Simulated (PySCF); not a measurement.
The dipole of `FC(F)(F)Oc1ccoc1F` from its density and from atomic charges.

Coordinates (GFN2-xTB, Å) and charges (e) from the PBE0/pcSseg-1 density (PySCF):

```json
{"atom": "F1", "x": "-1.131", "y": "2.599", "z": "0.715", "Mulliken": "-0.2273", "IAO": "-0.2226", "Hirshfeld": "-0.0582", "ESP-fitted": "-0.1431"}
{"atom": "C2", "x": "-1.137", "y": "1.327", "z": "0.360", "Mulliken": "+0.5827", "IAO": "+0.4232", "Hirshfeld": "+0.1340", "ESP-fitted": "+0.3615"}
{"atom": "O3", "x": "-2.321", "y": "0.751", "z": "0.155", "Mulliken": "-0.3523", "IAO": "-0.2241", "Hirshfeld": "-0.0583", "ESP-fitted": "-0.1753"}
{"atom": "C4", "x": "-2.076", "y": "-0.527", "z": "-0.187", "Mulliken": "+0.1752", "IAO": "+0.0052", "Hirshfeld": "+0.0117", "ESP-fitted": "-0.0489"}
{"atom": "C5", "x": "-0.740", "y": "-0.781", "z": "-0.201", "Mulliken": "-0.1401", "IAO": "-0.2375", "Hirshfeld": "-0.1002", "ESP-fitted": "-0.4276"}
{"atom": "C6", "x": "-0.116", "y": "0.444", "z": "0.161", "Mulliken": "-0.0189", "IAO": "+0.0696", "Hirshfeld": "+0.0122", "ESP-fitted": "+0.1627"}
{"atom": "O7", "x": "1.229", "y": "0.761", "z": "0.308", "Mulliken": "-0.4451", "IAO": "-0.3050", "Hirshfeld": "-0.1155", "ESP-fitted": "-0.3209"}
{"atom": "C8", "x": "2.109", "y": "-0.168", "z": "-0.030", "Mulliken": "+0.9501", "IAO": "+0.9535", "Hirshfeld": "+0.3185", "ESP-fitted": "+0.7220"}
{"atom": "F9", "x": "3.331", "y": "0.319", "z": "0.118", "Mulliken": "-0.2314", "IAO": "-0.2593", "Hirshfeld": "-0.0842", "ESP-fitted": "-0.1803"}
{"atom": "F10", "x": "2.034", "y": "-1.283", "z": "0.717", "Mulliken": "-0.2718", "IAO": "-0.2887", "Hirshfeld": "-0.0953", "ESP-fitted": "-0.2004"}
{"atom": "F11", "x": "1.997", "y": "-0.583", "z": "-1.302", "Mulliken": "-0.2704", "IAO": "-0.2871", "Hirshfeld": "-0.0951", "ESP-fitted": "-0.2037"}
{"atom": "H12", "x": "-2.922", "y": "-1.150", "z": "-0.394", "Mulliken": "+0.1219", "IAO": "+0.1851", "Hirshfeld": "+0.0739", "ESP-fitted": "+0.2005"}
{"atom": "H13", "x": "-0.262", "y": "-1.709", "z": "-0.436", "Mulliken": "+0.1275", "IAO": "+0.1878", "Hirshfeld": "+0.0567", "ESP-fitted": "+0.2534"}
```

Task: What dipole does each set of charges give (1 e·Å = 4.803 D), and what does the density give?

Result: The full density gives (-1.81, -1.43, -0.42) D, 2.34 D in size; dipole vectors point from the negative to the positive end.

```json
{"scheme": "Mulliken", "μx": "-3.08", "μy": "-2.39", "μz": "-0.74", "size (D)": "3.97", "share of the full size (%)": "169", "angle to the full dipole (°)": "1"}
{"scheme": "IAO", "μx": "-2.55", "μy": "-2.13", "μz": "-0.60", "size (D)": "3.37", "share of the full size (%)": "144", "angle to the full dipole (°)": "1"}
{"scheme": "Hirshfeld", "μx": "-1.29", "μy": "-0.54", "μz": "-0.17", "size (D)": "1.41", "share of the full size (%)": "60", "angle to the full dipole (°)": "16"}
{"scheme": "ESP-fitted", "μx": "-1.83", "μy": "-1.45", "μz": "-0.42", "size (D)": "2.38", "share of the full size (%)": "101", "angle to the full dipole (°)": "0"}
```

Task: Which set comes closest?

Result: Length of the difference vector: ESP-fitted 0.04 D, IAO 1.03 D, Hirshfeld 1.06 D, Mulliken 1.63 D. Closest: ESP-fitted. ESP charges are fitted to the potential around the molecule, whose slowest-falling term is the dipole's. 

Task: What is left for the Hirshfeld atoms' own dipoles?

Result: The shares of the density sum to the whole, so what Σ q r misses lies in dipoles about the nuclei. The atomic dipoles sum to (-1.81, -1.43, -0.42) − (-1.29, -0.54, -0.17) = (-0.52, -0.89, -0.25) D, 1.06 D in size.

Task: With the origin at the mean of the coordinates, (0.000, 0.000, -0.001) Å, which are the largest single terms, by size, of the IAO dipole along the direction of the full one?

Result: C8 -6.95, F9 +3.47, H12 +2.69, O7 +2.15, O3 -1.40 D; all 13 atoms together +3.37 D. The single terms depend on the origin, their sum doesn't.

Task: Give the size of the full dipole in other units.

Result: 2.34 D = 0.922 au = 0.488 e·Å = 7.82 × 10⁻³⁰ C·m.

Isolated species at its GFN2-xTB geometry (one conformer only).

Conformer computed: `[F:1][c:2]1[o:3][cH:4][cH:5][c:6]1[O:7][C:8]([F:9])([F:10])[F:11]`: C5–C6–O7–C8 6°, C6–O7–C8–F9 177°.
